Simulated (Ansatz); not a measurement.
Geometry optimisation, Ansatz 0.2.0, RKS PBE0/def2-SVP.

input.yaml

```yaml
crystal:
  periodic: [false, false, false]
  atoms:
    - { symbol: Si, position_ang: [-0.086236, -0.370489, -0.11493] }
    - { symbol: S, position_ang: [1.073274, 0.865945, 1.23687] }
    - { symbol: H, position_ang: [-1.21573, 0.464054, -0.598498] }
    - { symbol: H, position_ang: [0.913161, -0.743052, -1.144372] }
    - { symbol: "N", position_ang: [-0.737649, -1.838042, 0.501795] }
    - { symbol: H, position_ang: [1.092629, 2.203909, -1.054249] }
    - { symbol: Br, position_ang: [0.566215, 2.334112, -2.427891] }
    - { symbol: H, position_ang: [0.014547, 1.530004, 1.750475] }
    - { symbol: H, position_ang: [-1.49542, -1.819786, 1.17378] }
    - { symbol: H, position_ang: [-0.12479, -2.626653, 0.67702] }
basis:
  gaussian: { orbitals: def2-SVP }
hamiltonian:
  xc: pbe0
relax:
  f_tol: 0.03
  max_steps: 50
output:
  orbitals: {}
```

Run as:

```bash
$ ansatz run input.yaml --threads 2 --pin off --max-ram 3072MiB --backend cpu --events-out ev --progress --plain --runs-dir out
```

Q: Where does it end, and by what steps?

A: The forces met the threshold. The force dipped under the threshold on the way, but the program's further checks kept it going. After 12 steps the energy has fallen by 0.112 eV; Br7 moved furthest, 0.95 Å.

| step | energy less start (eV) | largest force component (eV/Å) | accepted |
| --- | --- | --- | --- |
| 0 | 0.0000 | 0.782 | yes |
| 1 | -0.0578 | 0.233 | yes |
| 2 | -0.0760 | 0.416 | yes |
| 3 | -0.0957 | 0.329 | yes |
| 4 | -0.0872 | 0.655 | no |
| 5 | -0.1045 | 0.056 | yes |
| 6 | -0.1073 | 0.082 | yes |
| 7 | -0.1095 | 0.117 | yes |
| 8 | -0.1105 | 0.087 | yes |
| 9 | -0.1112 | 0.042 | yes |
| 10 | -0.1118 | 0.028 | yes |
| 11 | -0.1122 | 0.017 | yes |
| 12 | -0.1124 | 0.021 | yes |

```xyz
10
Properties=species:S:1:pos:R:3
Si -0.098 -0.613 -0.232
S 1.162 0.839 0.807
H -1.231 0.129 -0.848
H 0.859 -1.176 -1.221
N -0.772 -1.884 0.707
H 1.008 2.369 -0.978
Br 0.714 3.216 -2.113
H 0.154 1.432 1.484
H -1.615 -1.728 1.249
H -0.180 -2.582 1.143
```

Whether the end is a true minimum wasn't checked by a vibrational analysis.

The run took 45 s on 2 threads of Arm Neoverse V2, with other jobs on the host, peak memory 0.27 GiB.
